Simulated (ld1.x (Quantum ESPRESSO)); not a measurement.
**Which change was made? (N, TM)**

ld1.x (Quantum ESPRESSO) 7.5 input, shortened:

```
&input
   title='N', zed=7., rel=1, dft='PBESOL', iswitch=3,
   config='[He] 2s2 2p2 3d-2'
 /
 &inputp
   pseudotype=2, tm=.true., lloc=0,
   nlcc=.false.
 /
3
2P  2  1   2.00   0.00  1.10  1.10  0.0
3D  3  2  -2.00   0.40  1.10  1.10  0.0
2S  1  0   2.00   0.00  1.05  1.05  0.0
 &test
   configts(1)='2s2 2p2'
 /
```

Cutoffs, loose and tight: the cutoffs (Ry, on a coarse ladder) from which the occupation-weighted sum of valence levels, in a spherical-Bessel basis at the reference potential, stays within 10 and 1 mRy of its value at 400 Ry. They do not see the model core or the augmentation charge, which bear on the density cutoff. Test errors are all-electron minus pseudo excitation energies from the reference, over the configurations 2s2 2p3; 2s2 2p1; 2s2 2p0; 2s0 2p5; 2s1 2p4; 2s2 2p2.5; 2s1 2p0; variants that change the core or the reference have their own tests.

The base gives: outcome: generated; cutoff, loose: 90 Ry; cutoff, tight: 140 Ry; bound ghosts: none; largest test error (meV): +502.

Question: After one change the result is: outcome: generated; cutoff, loose: 60 Ry; cutoff, tight: 90 Ry; bound ghosts: none; largest test error (meV): +711. Which change was it?
A. all radii scaled by about 1.26 (s 1.32, p 1.38, d 1.38 bohr)
B. all radii scaled by about 1.37 (s 1.44, p 1.50, d 1.50 bohr)
C. all radii scaled by about 0.80 (s 0.84, p 0.88, d 0.88 bohr)

Answer: A. The others give: all radii scaled by about 0.80 (s 0.84, p 0.88, d 0.88 bohr) → outcome: generated; cutoff, loose: 110 Ry; cutoff, tight: 160 Ry; bound ghosts: none; largest test error (meV): +423 | all radii scaled by about 1.37 (s 1.44, p 1.50, d 1.50 bohr) → outcome: generated; cutoff, loose: 50 Ry; cutoff, tight: 80 Ry; bound ghosts: none; largest test error (meV): +836.
